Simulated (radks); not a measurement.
Question: Isoelectronic series with 20 electrons, all held in the configuration [Ar] 4s2, which need not be the ground one along the series. All-electron calculation, Dirac Kohn-Sham, LDA (Slater exchange, Perdew-Wang correlation), spin-unpolarised, spherical densities, finite nucleus; Fermi nuclear charge, rms radius of each element as measured or else 0.836 A^(1/3) + 0.57 fm. Program: a radial shooting solver on a logarithmic mesh with Libxc functionals. Total energies (hartree) and mean radii <r> (bohr):

ion    E (hartree)   4s1/2   3p3/2   3p1/2
Ca      -678.69488   3.973   1.277   1.268
V3+     -944.18831   2.325  0.9566  0.9498
Fe6+   -1256.40398   1.730  0.7697  0.7632
Ge12+  -2022.32452   1.172  0.5565  0.5499
Br15+  -2477.01192   1.012  0.4893  0.4825
Sr18+  -2980.32533  0.8914  0.4366  0.4295
Nb21+  -3532.97882  0.7964  0.3942  0.3868

Estimate the row of Cu9+.

Answer: E (hartree) -1615.63548; 4s1/2 1.394; 3p3/2 0.6455; 3p1/2 0.6391.
